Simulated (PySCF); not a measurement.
## Os⁶⁴⁺ (osmium, charge +64) across methods

[Ne] 3s2, closed-shell 1S. All numbers are calculated (PySCF 2.14, no relativity, point nucleus, in an uncontracted even-tempered set (16 s from 19 bohr⁻², ratio 2.5; 10 p from 25 bohr⁻², ratio 2.5; 4 d from 89 bohr⁻², ratio 2.7; 4 f from 130 bohr⁻², ratio 2.7)).

```csv
method,E (hartree),mean ε 2s (eV),mean ε 2p (eV),mean ε 3s (eV),Σ⟨r²⟩ (bohr²),⟨S²⟩
PBE,-11411.17,-16267.0,-15894.1,-6840.4,0.1390,0.000
UHF,-11411.46628,-16473.2,-16061.7,-6884.3,0.1391,0.000
PBE0,-11411.37,-16319.0,-15936.5,-6851.7,0.1391,0.000
r2SCAN,-11411.74,-16294.9,-15914.8,-6840.8,0.1392,0.000
r2SCAN0,-11411.80,-16339.7,-15951.9,-6852.1,0.1392,0.000
LDA,-11402.90,-16257.0,-15888.5,-6838.6,0.1391,0.000
B97-3,-11411.23,-16323.5,-15939.3,-6852.8,0.1391,0.000
```

A non-relativistic calculation at this Z misses sizeable relativistic shifts. Spin-orbit coupling, which splits the p, d and f shells strongly at this Z, is absent.
